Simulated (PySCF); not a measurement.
# C5H9NO2: full NMR table

```yaml
Formula: C5H9NO2
SMILES: COC/C=N/C(C)=O
Point_group_of_the_computed_structure: C1
Degrees_of_unsaturation: 2
Carbon_signals: 5
Proton_signals: 4
```

Mapped SMILES: `[CH3:1][O:2][CH2:3]/[CH:4]=[N:5]/[C:6]([CH3:7])=[O:8]` (H(Xn): hydrogen on atom n).

[PySCF 2.14.0 with density-fitted response routines: geometry: GFN2-xTB; PBE0/pcSseg-1 with gauge-including orbitals; a single conformation; averaged over atoms made equivalent by symmetry, fast rotation or ring inversion; in vacuum; no relativistic terms]

References, each an isolated molecule treated in the same way: 1H and 13C against TMS; 15N against NH3; H2O for 17O.

| carbon | δC, type | δH (multiplicity) | HMBC from (2–3 bonds) | span of the C tensor (ppm) |
| --- | --- | --- | --- | --- |
| C1 | 60.8, CH3 | 3.54 (s) | H(C3) | 87 |
| C3 | 80.1, CH2 | 4.14 (d) | H(C4), H(C1) | 55 |
| C4 | 164.3, CH | 7.97 (t) | H(C3) | 166 |
| C6 | 179.9, C | – | H(C4), H(C7) | 174 |
| C7 | 27.5, CH3 | 2.14 (s) | – | 55 |

Other nuclei:
```json
{"atoms": "N5", "nucleus": "15N", "environment": "imine nitrogen", "δ (ppm)": "408.3", "σ (ppm)": "-140.5"}
{"atoms": "O8", "nucleus": "17O", "environment": "amide-type carbonyl oxygen", "δ (ppm)": "515.4", "σ (ppm)": "-179.3"}
{"atoms": "O2", "nucleus": "17O", "environment": "ether oxygen", "δ (ppm)": "19.7", "σ (ppm)": "316.4"}
```

Carbon types of the structure: 1 × C, 1 × CH, 1 × CH2, 2 × CH3, which accounts for all hydrogens. δC 179.9: amide carbonyl carbon; it is a carbonyl in resonance with an O or N lone pair, the region of acids, esters and amides. δC 164.3: C=N carbon. δC 80.1: sp3 CH2 bonded to O; deshielded by the electronegative neighbour. δC 60.8: methyl carbon bonded to O; deshielded by the electronegative neighbour. δC 27.5: methyl carbon α to a carbonyl; α to the electron-withdrawing carbonyl group.

Shifts are as computed. Against solution values, carbons near 30 ppm lie about +3 ppm off and those near 130 ppm about +5 ppm. Of 1211 compounds with measured shifts, 218 miss one by over three times the rms of a fit or turn the order of signals round; such compounds aren't used in these exercises. Unscaled 17O shifts of doubly bonded oxygen tend to come out too high, by tens of ppm or more. Experimental scales use liquid or dissolved standards, which lie at an offset from isolated NH3 (liquid NH3: subtract about 20 ppm) and H2O (liquid H2O: subtract about 36 ppm). Unscaled 15N shifts of sp2 nitrogen come out 20 to 40 ppm too high even then. Multiplicities follow the n + 1 count of equivalent neighbours, as no J values were calculated; m marks all less simple cases, F and P coupling included.
